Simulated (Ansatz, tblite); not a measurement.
Isomers of Al11 (doublet), found by a short tight-binding search and relaxed with PBE-D4/def2-SVP in Ansatz.

The xTB rows come from tblite.

Run but left out: HF/STO-3G, HF/def2-SVP, HF/def2-TZVP, MP2/def2-SVP (A: ⟨S²⟩ 3.14 to 3.37, where a pure state has 0.75).

C: At r2SCAN-D4/def2-TZVP, PBE0-D4/def2-TZVP the charge 0 doublet is spin-contaminated (final ⟨S²⟩ up to 0.89, 0.75 for a pure state). D: At r2SCAN-D4/def2-TZVP the charge 0 doublet is spin-contaminated (final ⟨S²⟩ up to 0.84, 0.75 for a pure state).

Other spin states weren't relaxed.

A:

```xyz
11

Al   -1.1898    1.2577   -2.3731
Al   -1.8697   -0.6239    2.3552
Al   -0.1967    1.4956    2.6919
Al    1.8365    1.3231    1.0657
Al    0.9621   -0.2902   -2.8770
Al   -1.1911   -1.3950   -1.7908
Al    1.2142    1.8640   -1.3324
Al   -0.9244   -2.3108    0.5663
Al    0.8685   -0.9843    2.0710
Al    1.3245   -0.9503   -0.4990
Al   -0.8342    0.6141    0.1222
```

B:

```xyz
11

Al    0.4125   -2.9476   -0.3717
Al   -1.4428    1.7630    0.0223
Al    0.7546   -0.2554    0.5249
Al   -1.4649   -0.9494   -0.7119
Al    2.5341    0.6972   -1.3708
Al   -2.0856   -0.0532    1.7408
Al   -0.7574   -2.2628    1.8034
Al    0.8442   -1.1998   -2.2031
Al    1.3684    2.4248    0.2478
Al   -0.1056    1.1864   -2.0351
Al   -0.0575    1.5969    2.3534
```

C:

```xyz
11

Al   -0.318   -1.949   -0.556
Al    1.644   -0.927   -1.750
Al   -1.141   -1.482    1.772
Al    1.120    1.686   -2.265
Al   -0.954    0.001   -2.429
Al   -0.144    0.912    0.030
Al    1.610   -0.729    1.160
Al   -2.157    1.032    1.870
Al   -2.558   -0.316   -0.405
Al    0.216    0.643    2.842
Al    2.683    1.130   -0.269
```

D:

```xyz
11

Al    0.070    1.038   -2.718
Al   -0.962    1.692   -0.200
Al   -1.878   -0.623    0.727
Al    2.991    0.445    0.911
Al   -1.398   -1.032   -2.024
Al    0.674   -0.884   -0.531
Al    0.460    0.561    1.726
Al    1.609    1.736   -0.709
Al   -3.176    0.728   -1.252
Al    2.037   -1.749    1.746
Al   -0.428   -1.912    2.323
```

**Question.** Estimate their order by electronic energy at PBE0-D4/def2-SVP, counted from the lowest.

**Answer.** B (0.00) < C (0.16) < A (0.29) < D (0.39), in eV.

**Question.** Do the other levels pick the same lowest one?

**Answer.** Not GFN2-xTB. Energies above each level's lowest (eV):

```
              level     A     B     C     D
           GFN1-xTB  0.44  0.00  0.42  0.51
           GFN2-xTB  0.62  0.17  0.00  1.39
    PBE-D4/def2-SVP  0.28  0.00  0.17  0.48
   PBE-D4/def2-TZVP  0.25  0.00  0.17  0.49
r2SCAN-D4/def2-TZVP  0.20  0.00  0.13  0.41
   PBE0-D4/def2-SVP  0.29  0.00  0.16  0.39
  PBE0-D4/def2-TZVP  0.26  0.00  0.16  0.41
```
Point groups (tolerance 0.1 Å): A not assigned, B not assigned, C Cs, D not assigned. Lower isomers may exist.
